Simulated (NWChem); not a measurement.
# TiNH2F3; SMILES [NH2][Ti]([F])([F])[F]

```xyz
7

Ti    -0.0328     0.0125     0.0282
F      0.4728     1.3130     1.0759
F     -0.9380    -1.2282     0.8494
F     -1.0361     0.7197    -1.2223
N      1.4792    -0.7806    -0.7168
H      2.3061    -0.2760    -1.0259
H      1.5729    -1.7754    -0.9057
```
Atoms are numbered in this order, from 1.

Program: NWChem. Pople sets run with spherical d functions. All runs use the structure optimised with B3LYP/6-31G* (spherical d). Level r2SCAN/6-31G*: energy and gradient on several grids; changes count from the extra-fine grid, which is no exact limit either.

```json
[
 {"grid": "xcoarse", "size of the energy change (μHa)": "20000", "largest change of a gradient component (μHa/bohr)": "7000", "time, medium = 1 (rough)": "about 1"},
 {"grid": "coarse", "size of the energy change (μHa)": "10", "largest change of a gradient component (μHa/bohr)": "300", "time, medium = 1 (rough)": "about 1"},
 {"grid": "medium", "size of the energy change (μHa)": "300", "largest change of a gradient component (μHa/bohr)": "100", "time, medium = 1 (rough)": "about 1"},
 {"grid": "fine", "size of the energy change (μHa)": "80", "largest change of a gradient component (μHa/bohr)": "60", "time, medium = 1 (rough)": "about 1"},
 {"grid": "xfine", "size of the energy change (μHa)": "< 10", "largest change of a gradient component (μHa/bohr)": "< 30", "time, medium = 1 (rough)": "2"}
]
```
